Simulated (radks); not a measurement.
Results of a calculation; reference values are marked as such.
V0.25-, 23.25 electrons, occupied as [Ar] 3d2.25 4s2 4p1 (fractional occupations, a model configuration).

Level of theory: Dirac Kohn-Sham, LDA (Slater exchange, Perdew-Wang correlation), spin-unpolarised, spherical densities, point nucleus; open shells are shared between the two j in proportion to 2j + 1 (a radial shooting solver on a logarithmic mesh with Libxc functionals).

Energy parts (hartree):
| part | energy |
|---|---|
| total | -946.94197 |
| kinetic | 956.61660 |
| electron-nucleus | -2254.78717 |
| Hartree | 394.21317 |
| exchange-correlation | -42.98457 |

Orbitals (lengths in bohr, moments of r in powers of bohr):
orbital      occ.  eigenvalue (hartree)     <r^2>   <1/r>      <r>  small-component weight
1s1/2           2             -196.7486  0.005959   22.80  0.06657                6.78e-03
2s1/2           2             -22.23935    0.1129   4.799   0.3089                1.19e-03
2p1/2           2             -18.80016   0.09172   4.743   0.2726                1.18e-03
2p3/2           4             -18.54011   0.09347   4.677   0.2754                1.17e-03
3s1/2           2              -2.69405     1.029   1.499   0.9441                2.56e-04
3p1/2           2              -1.75859     1.180   1.378    1.001                2.24e-04
3p3/2           4              -1.72701     1.199   1.364    1.009                2.21e-04
3d3/2         0.9              -0.29661     2.222   1.026    1.304                1.34e-04
3d5/2        1.35              -0.29383     2.237   1.023    1.309                1.33e-04
4s1/2           2              -0.18290     11.46  0.4180    3.148                2.98e-05
4p1/2    0.333333              -0.04827     22.59  0.3017    4.354                1.58e-05
4p3/2    0.666667              -0.04675     23.04  0.2985    4.397                1.55e-05

The highest occupied level is 4p3/2 at -1.272 eV. The density falls to 0.001 e/bohr^3 at r = 5.06 bohr.
